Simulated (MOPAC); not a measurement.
MOPAC input (MNDO):

```
MNDO PRECISE GNORM=0.05 LET XYZ CHARGE=-1 GEO-OK AUX(PRECISION=9) THREADS=1
CH7OSi2

C    -1.97374600 1   -0.94679800 1   -0.09092200 1
Si   -0.99111200 1    0.66184200 1   -0.12650000 1
O     0.48755000 1    0.53491400 1    0.47791800 1
Si    1.85950400 1   -0.44178600 1   -0.12512400 1
H    -1.45931700 1   -1.70028800 1   -0.69159300 1
H    -2.05661700 1   -1.32977200 1    0.92925500 1
H    -2.98280400 1   -0.80606800 1   -0.49172600 1
H    -1.03467200 1    1.15063200 1   -1.54230300 1
H    -1.76912600 1    1.66856600 1    0.66653900 1
H     2.11365300 1   -1.24066300 1    1.17527100 1
H     2.97346600 1    0.57829800 1    0.19949700 1
```

From the output:

```
                                                       MOPAC v23.2.5 Linux

          FINAL HEAT OF FORMATION =        -86.63459 KCAL/MOL =    -362.47912 KJ/MOL

          COSMO AREA              =        140.77 SQUARE ANGSTROMS
          COSMO VOLUME            =        136.53 CUBIC ANGSTROMS

          GRADIENT NORM           =          0.04394          =       0.01325 PER ATOM
          IONIZATION POTENTIAL    =          0.647623 EV
          HOMO LUMO ENERGIES (EV) =         -0.648  6.756
          NO. OF FILLED LEVELS    =         13
          MOLECULAR WEIGHT        =         91.2367         POINT GROUP:  C1

          MOLECULAR DIMENSIONS (Angstroms)

            Atom       Atom       Distance
            H    11    H     7     6.04365
            H    10    H     8     3.72315
            H     9    H     5     3.00802

          SCF CALCULATIONS        =         41

   ATOM   CHEMICAL          X               Y               Z
  NUMBER   SYMBOL      (ANGSTROMS)     (ANGSTROMS)     (ANGSTROMS)

     1       C         -1.99073485  *  -0.89389051  *  -0.10331086  *
     2      Si         -0.97463181  *   0.62281695  *  -0.14091996  *
     3       O          0.47934805  *   0.41789744  *   0.48420277  *
     4      Si          1.85867722  *  -0.38289878  *  -0.05491296  *
     5       H         -1.55570824  *  -1.70385617  *  -0.71805649  *
     6       H         -2.10797602  *  -1.29016726  *   0.92343109  *
     7       H         -3.01121329  *  -0.70566052  *  -0.49238556  *
     8       H         -0.97089673  *   1.10714769  *  -1.45498469  *
     9       H         -1.66781580  *   1.59577025  *   0.60280891  *
    10       H          2.24772287  *  -1.14304397  *   1.09414342  *
    11       H          2.85916477  *   0.63924587  *   0.01320274  *

                             CARTESIAN COORDINATES

   1    C       -1.990734854    -0.893890508    -0.103310857
   2   Si       -0.974631811     0.622816952    -0.140919960
   3    O        0.479348045     0.417897439     0.484202775
   4   Si        1.858677225    -0.382898782    -0.054912964
   5    H       -1.555708242    -1.703856172    -0.718056490
   6    H       -2.107976015    -1.290167261     0.923431091
   7    H       -3.011213290    -0.705660520    -0.492385561
   8    H       -0.970896733     1.107147688    -1.454984693
   9    H       -1.667815796     1.595770248     0.602808906
  10    H        2.247722868    -1.143043967     1.094143419
  11    H        2.859164771     0.639245872     0.013202739

           Empirical Formula: C H7 O Si2  =    11 atoms

      MOLECULAR POINT GROUP   :   C1

                  EIGENVALUES
 -34.02071 -26.89589 -13.52028 -12.07065 -10.29163 -10.27481  -8.52045  -8.37474
  -8.28137  -6.55671  -6.46692  -4.56172  -0.64762   6.75581   6.99716   7.10237
   7.75032   7.98741   8.69857   8.95752   9.44148   9.66649  11.26672

              NET ATOMIC CHARGES AND DIPOLE CONTRIBUTIONS

  ATOM NO.   TYPE          CHARGE      No. of ELECS.   s-Pop       p-Pop
    1          C          -0.352354        4.3524     1.27505     3.07731
    2         Si           1.554586        2.4454     0.94201     1.50340
    3          O          -0.843413        6.8434     1.79336     5.05005
    4         Si           0.405831        3.5942     1.41879     2.17538
    5          H          -0.004065        1.0041     1.00406
    6          H          -0.017907        1.0179     1.01791
    7          H          -0.036405        1.0364     1.03640
    8          H          -0.411992        1.4120     1.41199
    9          H          -0.428782        1.4288     1.42878
   10          H          -0.432293        1.4323     1.43229
   11          H          -0.433206        1.4332     1.43321
 DIPOLE           X         Y         Z       TOTAL
 POINT-CHG.    -6.520    -0.381    -3.536     7.427
 HYBRID         0.289     1.206     3.373     3.594
 SUM           -6.231     0.826    -0.162     6.288

          ATOMIC ORBITAL ELECTRON POPULATIONS

     Atom    s        px        py        pz
    1  C   1.27505   1.00568   1.15462   0.91700
    2 Si   0.94201   0.53111   0.50570   0.46660
    3  O   1.79336   1.41143   1.83136   1.80726
    4 Si   1.41879   0.48026   0.62723   1.06789
    5  H   1.00406
    6  H   1.01791
    7  H   1.03640
    8  H   1.41199
    9  H   1.42878
   10  H   1.43229
   11  H   1.43321

 **********************
 *                    *
 * JOB ENDED NORMALLY *
 *                    *
 **********************

 == MOPAC DONE ==
```

The dipole moment of an ion depends on the origin.

The geometry given is a B3LYP-D3(BJ)/def2-TZVP minimum.
